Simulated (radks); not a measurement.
Excited configurations of neutral nitrogen: one electron is placed in a higher orbital outside [He] 2s2 2p2. The ground configuration is [He] 2s2 2p3. All-electron calculation, scalar-relativistic Kohn-Sham, PBE, spin-polarised, spherical densities, finite nucleus; open shells are filled with parallel spins first; Fermi nuclear charge, rms radius 2.5582 fm. Program: a radial shooting solver on a logarithmic mesh with Libxc functionals. Excitation = E - E(ground); binding = E(ion) - E, where the ion is the core of charge +1; n* = 1/sqrt(2 binding) in atomic units, and the quantum defect is n - n*.

[
 {"outer orbital": "3s", "excitation (eV)": "10.617", "binding (eV)": "4.287", "n*": "1.781", "quantum defect": "1.219", "eigenvalue (eV)": "-2.472"},
 {"outer orbital": "4s", "excitation (eV)": "12.919", "binding (eV)": "1.985", "n*": "2.618", "quantum defect": "1.382", "eigenvalue (eV)": "-1.227"},
 {"outer orbital": "4p", "excitation (eV)": "13.348", "binding (eV)": "1.556", "n*": "2.957", "quantum defect": "1.043", "eigenvalue (eV)": "-0.931"},
 {"outer orbital": "4d", "excitation (eV)": "13.834", "binding (eV)": "1.070", "n*": "3.566", "quantum defect": "0.434", "eigenvalue (eV)": "-0.614"},
 {"outer orbital": "5s", "excitation (eV)": "13.764", "binding (eV)": "1.140", "n*": "3.454", "quantum defect": "1.546", "eigenvalue (eV)": "-0.744"},
 {"outer orbital": "5p", "excitation (eV)": "13.948", "binding (eV)": "0.956", "n*": "3.773", "quantum defect": "1.227", "eigenvalue (eV)": "-0.617"}
]

The Delta-SCF ionisation energy is 14.904 eV (NIST Atomic Spectra Database: 14.534 eV, measured). Self-interaction in the functional shifts the binding energies and quantum defects, so they are the method's values and not measured ones. Open shells are spherical and high-spin; term and fine-structure splittings are not resolved.
